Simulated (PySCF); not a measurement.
Two-component Hartree-Fock for Ho⁺ (holmium, charge +1)

Start: [Xe] 4f11 6s1; 4f5/2 filled at m_j = -5/2, -3/2, -1/2, +1/2, +3/2, +5/2; 4f7/2 filled at m_j = -1/2, +1/2, +3/2, +5/2, +7/2; 6s1/2 filled at m_j = +1/2. Calculated with PySCF 2.14 in x2c-SVPall-2c with one added diffuse shell each of s, p, d, f type (8s11p10d4f1g, 128 functions): generalised Hartree-Fock with the X2C-1e Hamiltonian and a Gaussian nucleus; one run each with spin-orbit coupling (SO) switched off, then screened by Boettger's factors.

| spinor shell | electrons | ε, spin-free (eV) | ε, screened SO (eV) | weight of nominal j (screened SO) | rms radius, screened SO (bohr) |
| --- | --- | --- | --- | --- | --- |
| 1s1/2 | 2 | -55902.2 | -55890.1 | 1.000 | 0.0236 |
| 2s1/2 | 2 | -9481.9 | -9478.2 | 1.000 | 0.0953 |
| 2p1/2 | 2 | -8397.7 | -9004.2 | 1.000 | 0.0814 |
| 2p3/2 | 4 | -8397.7 | -8141.7 | 1.000 | 0.0881 |
| 3s1/2 | 2 | -2175.6 | -2174.4 | 1.000 | 0.245 |
| 3p1/2 | 2 | -1837.8 | -1966.9 | 1.000 | 0.236 |
| 3p3/2 | 4 | -1837.8 | -1782.4 | 1.000 | 0.250 |
| 3d3/2 | 4 | -1406.8 | -1430.6 | 0.999 | 0.223 |
| 3d5/2 | 6 | -1406.8 | -1389.8 | 1.000 | 0.227 |
| 4s1/2 | 2 | -460.04 | -459.69 | 1.000 | 0.552 |
| 4p1/2 | 2 | -346.32 | -376.44 | 0.997 | 0.566 |
| 4p3/2 | 4 | -346.32 | -333.28 | 0.999 | 0.597 |
| 4d3/2 | 4 | -189.55 | -196.56 | 0.952 | 0.640 |
| 4d5/2 | 6 | -189.55 | -184.59 | 0.968 | 0.650 |
| 5s1/2 | 2 | -67.573 | -67.520 | 1.000 | 1.38 |
| 5p1/2 | 2 | -38.341 | -42.401 | 0.989 | 1.56 |
| 5p3/2 | 4 | -38.341 | -36.618 | 0.995 | 1.68 |
| 4f5/2 | 6 | -20.002 | -20.842 | 0.706 | 0.920 |
| 4f7/2 | 5 | -20.002 | -18.879 | 0.701 | 0.946 |
| 6s1/2 | 1 | -10.931 | -10.934 | 1.000 | 4.13 |

```json
{"quantity": "E (hartree)", "spin-free": "-12606.51459", "screened SO": "-12616.36335"}
{"quantity": "M_J", "spin-free": "8", "screened SO": "8"}
{"quantity": "⟨J²⟩", "spin-free": "72.009", "screened SO": "72.010"}
{"quantity": "⟨L²⟩", "spin-free": "42.005", "screened SO": "42.386"}
{"quantity": "⟨S²⟩", "spin-free": "6.004", "screened SO": "6.007"}
```

Each row is a mean over spinors that exchange with the open shell spreads, by up to 14.197 eV (4d5/2).

Rows whose weight is well below 1 are mixtures of j = l ± 1/2: exchange outweighs spin-orbit coupling there, and the label is only the starting occupation.

Breit and QED terms are absent; they matter most for the inner s and p1/2 levels.

Densities and radii are taken from the X2C orbitals without a picture-change correction, which distorts them close to the nucleus.

Without spin-orbit coupling the j labels of p, d and f shells carry no meaning; the spin-free column gives the mean over the occupied spinors of each nl shell.
